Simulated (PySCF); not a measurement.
CH9BSi2, singlet, geometry from GFN2-xTB, with bond 4-2 at 1.8 times its length; PySCF with CASCI(2,3)+NEVPT2/STO-3G.

Here is a job for PySCF.
```python
from pyscf import gto, scf, mcscf, mrpt
import numpy

mol = gto.Mole()
mol.atom = '''
    B     0.36684601   -0.04347113   -0.09802579
    C     1.89795683   -0.12279253   -0.46110665
    H     2.41239083   -1.01401579   -0.10103145
    H     2.76079369    1.39609611    0.45161769
    H     2.13025005   -0.00186964   -1.51938338
    Si   -0.26589360   -0.91802612    1.55157694
    H    -1.45628055   -1.76123767    1.35384305
    H    -0.64394827    0.06436845    2.58315794
    H     0.71510495   -1.79809167    2.21172955
    Si   -0.82184979    0.98402337   -1.28965990
    H    -1.92877820    1.67926505   -0.61374785
    H    -1.45741406    0.11198445   -2.29367486
    H    -0.14219899    2.02871173   -2.07692505
'''
mol.basis = 'sto-3g'
mol.verbose = 4
mol.build()

mf = scf.RHF(mol)
mf.kernel()
mc = mcscf.CASCI(mf, 3, 2)
mc.fix_spin_(ss=0.0)
mc.kernel()
occ = numpy.linalg.eigvalsh(mc.fcisolver.make_rdm1(mc.ci, mc.ncas, mc.nelecas))[::-1]
ss = mc.fcisolver.spin_square(mc.ci, mc.ncas, mc.nelecas)[0]
print('natural occupations', occ.round(4), ' <S^2>', round(ss, 4))
e2 = mrpt.NEVPT(mc).kernel()
print('E(NEVPT2) = %.10f' % (mc.e_tot + e2))
```

It wrote (shortened):

```
PySCF version 2.14.0

[INPUT] verbose = 4
[INPUT] num. atoms = 13
[INPUT] num. electrons = 48
[INPUT] charge = 0
[INPUT] spin (= nelec alpha-beta = 2S) = 0
[INPUT] symmetry False subgroup None
[INPUT] Mole.unit = angstrom
[INPUT] Symbol           X                Y                Z      unit          X                Y                Z       unit  Magmom
[INPUT]  1 B      0.366846010000  -0.043471130000  -0.098025790000 AA    0.693238488789  -0.082148530025  -0.185241896244 Bohr   0.0
[INPUT]  2 C      1.897956830000  -0.122792530000  -0.461106650000 AA    3.586618604948  -0.232044251842  -0.871365282716 Bohr   0.0
[INPUT]  3 H      2.412390830000  -1.014015790000  -0.101031450000 AA    4.558757974112  -1.916212129084  -0.190921770468 Bohr   0.0
[INPUT]  4 H      2.760793690000   1.396096110000   0.451617690000 AA    5.217143960527   2.638239291471   0.853433747109 Bohr   0.0
[INPUT]  5 H      2.130250050000  -0.001869640000  -1.519383380000 AA    4.025589171341  -0.003533107552  -2.871218466416 Bohr   0.0
[INPUT]  6 Si    -0.265893600000  -0.918026120000   1.551576940000 AA   -0.502466082275  -1.734817941997   2.932055477791 Bohr   0.0
[INPUT]  7 H     -1.456280550000  -1.761237670000   1.353843050000 AA   -2.751971400031  -3.328256836567   2.558392580146 Bohr   0.0
[INPUT]  8 H     -0.643948270000   0.064368450000   2.583157940000 AA   -1.216885868687   0.121638741563   4.881461043096 Bohr   0.0
[INPUT]  9 H      0.715104950000  -1.798091670000   2.211729550000 AA    1.351352505821  -3.397900803162   4.179563111108 Bohr   0.0
[INPUT] 10 Si    -0.821849790000   0.984023370000  -1.289659900000 AA   -1.553071018631   1.859534669472  -2.437104004834 Bohr   0.0
[INPUT] 11 H     -1.928778200000   1.679265050000  -0.613747850000 AA   -3.644862553032   3.173351035054  -1.159815346041 Bohr   0.0
[INPUT] 12 H     -1.457414060000   0.111984450000  -2.293674860000 AA   -2.754113423490   0.211619940710  -4.334417304200 Bohr   0.0
[INPUT] 13 H     -0.142198990000   2.028711730000  -2.076925050000 AA   -0.268717146290   3.833709555393  -3.924819525749 Bohr   0.0

nuclear repulsion = 186.221580620698
number of shells = 25
number of NR pGTOs = 111
number of NR cGTOs = 37
basis = sto-3g
ecp = {}

******** <class 'pyscf.scf.hf.RHF'> ********
method = RHF
initial guess = minao
damping factor = 0
level_shift factor = 0
DIIS = <class 'pyscf.scf.diis.CDIIS'>
diis_start_cycle = 1
diis_space = 8
diis_damp = 0
SCF conv_tol = 1e-09
SCF conv_tol_grad = None
SCF max_cycles = 50
direct_scf = True
direct_scf_tol = 1e-13
Set gradient conv threshold to 3.16228e-05
Initial guess from minao.
init E= -637.3972178438
  HOMO = -0.230435440747253  LUMO = -0.0283173398506957  gap/eV = 5.49991
cycle= 1 E= -637.972872299094  delta_E= -0.576  |g|= 0.219  |ddm|= 3.73
  HOMO = -0.307777808789021  LUMO = 0.125479962889557  gap/eV = 11.78954
cycle= 2 E= -638.00093859093  delta_E= -0.0281  |g|= 0.0628  |ddm|= 0.484
  HOMO = -0.313247109499363  LUMO = 0.140947342864646  gap/eV = 12.35926
cycle= 3 E= -638.003634993598  delta_E= -0.0027  |g|= 0.0137  |ddm|= 0.178
  HOMO = -0.311477248271618  LUMO = 0.142119753592474  gap/eV = 12.34300
cycle= 4 E= -638.003721860249  delta_E= -8.69e-05  |g|= 0.00359  |ddm|= 0.0234
  HOMO = -0.31195838720986  LUMO = 0.142062846279007  gap/eV = 12.35455
cycle= 5 E= -638.003733956622  delta_E= -1.21e-05  |g|= 0.00119  |ddm|= 0.00935
  HOMO = -0.311925889620382  LUMO = 0.142445595292122  gap/eV = 12.36408
cycle= 6 E= -638.003735392424  delta_E= -1.44e-06  |g|= 0.000326  |ddm|= 0.00314
  HOMO = -0.311976671116074  LUMO = 0.142441718403461  gap/eV = 12.36535
cycle= 7 E= -638.003735530815  delta_E= -1.38e-07  |g|= 6.53e-05  |ddm|= 0.00116
  HOMO = -0.311989571142108  LUMO = 0.142429572474665  gap/eV = 12.36537
cycle= 8 E= -638.003735536206  delta_E= -5.39e-09  |g|= 1.96e-05  |ddm|= 0.000197
  HOMO = -0.311992944568995  LUMO = 0.142425370218125  gap/eV = 12.36535
cycle= 9 E= -638.003735536806  delta_E= -6e-10  |g|= 5.72e-06  |ddm|= 6.89e-05
  HOMO = -0.311992513570031  LUMO = 0.142425773638374  gap/eV = 12.36535
Extra cycle  E= -638.003735536839  delta_E= -3.33e-11  |g|= 3.01e-06  |ddm|= 1.17e-05
converged SCF energy = -638.003735536839

******** <class 'pyscf.mcscf.casci.CASCI'> ********
CAS (1e+1e, 3o), ncore = 23, nvir = 11
natorb = False
canonicalization = True
sorting_mo_energy = False
******** <class 'pyscf.fci.addons.SpinPenaltyFCISolver'> ********
max. cycles = 200
conv_tol = 1e-08
davidson only = True
linear dependence = 1e-12
level shift = 0.001
max iter space = 12
nroots = 1
pspace_size = 400
spin = None
Density matrix diagonal elements [1.76155149 0.18385421 0.0545943 ]
CASCI converged
CASCI E = -638.071939465007  E(CI) = -1.12620308787666  S^2 = 0.0000000
natural occupations [1.7622e+00 2.3760e-01 2.0000e-04]  <S^2> 0.0

******** <class 'pyscf.mrpt.nevpt2.NEVPT'> ********
NEVPT2 (1e+1e, 3o), ncore = 23, nvir = 11
root = 0
Natural occ [1.76220864e+00 2.37597920e-01 1.93438997e-04]
Natural orbital (expansion on meta-Lowdin AOs) in CAS space
               #1        #2        #3
0 B 1s           0.00085  -0.00090  -0.00013
0 B 2s          -0.00596   0.02347  -0.00358
0 B 2px         -0.16694   0.00147   0.17468
0 B 2py          0.21427  -0.19168   0.71745
0 B 2pz          0.06733  -0.13098   0.45988
1 C 1s           0.00031   0.00225   0.00116
1 C 2s           0.08246  -0.23370  -0.11685
1 C 2px          0.37498  -0.28451  -0.12613
1 C 2py          0.43542  -0.48546  -0.20036
1 C 2pz          0.25854  -0.29014  -0.11858
2 H 1s          -0.02197   0.02285   0.08242
3 H 1s           0.67981   0.69720   0.00607
4 H 1s          -0.06530   0.02422   0.07891
5 Si 1s         -0.00000  -0.00002   0.00000
5 Si 2s          0.00002   0.00011   0.00004
5 Si 3s         -0.00015  -0.00718   0.00125
5 Si 2px        -0.00045  -0.00019  -0.00053
5 Si 2py         0.00082  -0.00074  -0.00160
5 Si 2pz         0.00026  -0.00082  -0.00087
5 Si 3px         0.02633   0.00721   0.04113
5 Si 3py        -0.04368   0.00608   0.13016
5 Si 3pz        -0.01625   0.01919   0.07361
6 H 1s           0.00468  -0.00456   0.14282
7 H 1s          -0.08394   0.02543  -0.16821
8 H 1s           0.07319  -0.01132   0.02100
9 Si 1s          0.00006  -0.00002   0.00001
9 Si 2s         -0.00010   0.00015   0.00002
9 Si 3s          0.03496  -0.00950   0.00491
9 Si 2px        -0.00095  -0.00008  -0.00049
9 Si 2py         0.00122  -0.00117  -0.00163
9 Si 2pz        -0.00022  -0.00023  -0.00086
9 Si 3px         0.09170   0.00318   0.03970
9 Si 3py        -0.09937   0.02424   0.12878
9 Si 3pz         0.05753  -0.00792   0.07745
10 H 1s         -0.10693   0.02501  -0.09350
11 H 1s          0.01810  -0.01588   0.18018
12 H 1s         -0.03230   0.00040  -0.08854
<CAS-nat-orb|mo-hf>  24     24       0.99981015
<CAS-nat-orb|mo-hf>  25     25       0.87862249
<CAS-nat-orb|mo-hf>  25     26       0.47746482
<CAS-nat-orb|mo-hf>  26     25      -0.47728530
<CAS-nat-orb|mo-hf>  26     26       0.87856071
Sr    (-1)',   E = -0.00071812423452
Si    (+1)',   E = -0.01296980811266
Sijrs (0)  ,   E = -0.13264772100260
Sijr  (+1) ,   E = -0.01286568104541
Srsi  (-1) ,   E = -0.00507484575099
Srs   (-2) ,   E = -0.00019982335795
Sij   (+2) ,   E = -0.00342929961212
Sir   (0)' ,   E = -0.01114540845885
Nevpt2 Energy = -0.179050711575106
E(NEVPT2) = -638.2509901766
```
